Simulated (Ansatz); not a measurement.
## Group exchange: C2H6S + C2H4Si → C2H8SSi + C2H2

Species: C2H6S (ethanethiol) `CCS`, singlet; C2H4Si `C#C[SiH3]`, singlet; C2H8SSi `CCS[SiH3]`, singlet; C2H2 (acetylene) `C#C`, singlet. The partners trade H for SiH3: S–H and C–SiH3 bonds give way to S–SiH3 and C–H.

Shapes, held fixed at every level: PBE0-D4/def2-TZVP. Flexible molecules stand in one conformer, not always the lowest. Programs: Ansatz 0.2.0. The zero-point and thermal change to 298 K, harmonic and unscaled (PBE0-D4/def2-TZVP), is +4.2 kJ/mol.

```tsv
level	kind	ΔH(298 K) (kJ/mol)	less CCSD(T)/CBS estimate	CPU time (sum over the molecules)
PBE-D4/def2-TZVPP	GGA	-15.8	-0.8	21 s
r2SCAN0-D4/def2-TZVPP	global hybrid	-15.2	-0.2	38 s
wB97M-V/def2-TZVPP	range-separated hybrid	-14.3	+0.7	78 s
CCSD/def2-SVP	coupled cluster or CI	-7.3	+7.7	–
CCSD(T)/def2-TZVPP	coupled cluster or CI	-11.5	+3.5	85 s
CCSD/def2-TZVPP	coupled cluster or CI	-10.3	+4.7	–
CCSD(T)/CBS estimate	coupled cluster or CI	-15.0	0.0	3.4 min
```

The highest level, CCSD(T)/CBS estimate, gives ΔH(298 K) = -15.0 kJ/mol; the levels span -15.8 to -7.3. The column of differences is taken from that level and isn't an error. No measured value is set beside it here. The CBS estimate extrapolates MP2 from def2-TZVPP and def2-QZVPP and adds CCSD(T) − MP2 in the triple-zeta set, cores frozen. Times are processor times on shared x86 and Arm servers, and rough.
